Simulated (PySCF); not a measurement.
ClGeH3Se, SMILES Cl[Se][GeH3].

Geometry: B3LYP-D3(BJ)/def2-SVP. The structure was generated by enumeration, and PubChem lists no compound with its InChIKey, so it may never have been made.

These are PBE/def2-TZVPD in PySCF values and carry that method's errors.

The molecule is in vacuum.

```yaml
total_energy: -4939.72592 hartree
point_group: Cs
highest_occupied_level: -5.80 eV
lowest_empty_level: -3.57 eV
orbital_gap: 2.23 eV
dipole_moment: 2.04 D
quadrupole, principal values (traceless, Buckingham form, about the centre of nuclear charge): -2.57, 0.19, 2.38 D·Å
mean_static_polarisability: 80.6 bohr³ (11.95 Å³)
polarisability_principal_values: 64.4, 78.5, 99.0 bohr³
```
